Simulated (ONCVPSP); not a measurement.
**N: excitation energies, all-electron against ONCV**

ONCVPSP 4.0.1 input, shortened (lines: element, Z, core and valence counts, functional; n l f; lmax; l rc ep ncon nbas qcut; lloc lpopt rc5 dvloc0; l nproj debl; icmod fcfact rcfact), PBE, scalar-relativistic:

```
  N 7.00    1    2        4      upf
    1    0    2.00
    2    0    2.00
    2    1    1.50
    1
    0    0.90    0.00    4    8    7.80
    1    2.10    0.00    4    8    5.30
    4    5    0.90    1.00
    0    1    1.40
    1    2    3.10
    3    2.00    1.40
```

Energies are relative to the spin-unpolarised reference configuration 2s2 2p1.5; without spin polarisation the order of configurations can differ from experiment.

| valence configuration | charge | ΔE all-electron (eV) | error AE − PS (meV) |
| --- | --- | --- | --- |
| 2s2 2p1 | +2 | 16.531 | +109 |
| 2s2 2p0 | +3 | 63.613 | +1380 |

What are ΔE and the potential's error for 2s2 2p2?

ΔE = -12.323 eV all-electron; the error (AE − PS) is +73 meV.

What are ΔE and the potential's error for 2s2 2p3?

ΔE = -25.914 eV all-electron; the error (AE − PS) is +384 meV.
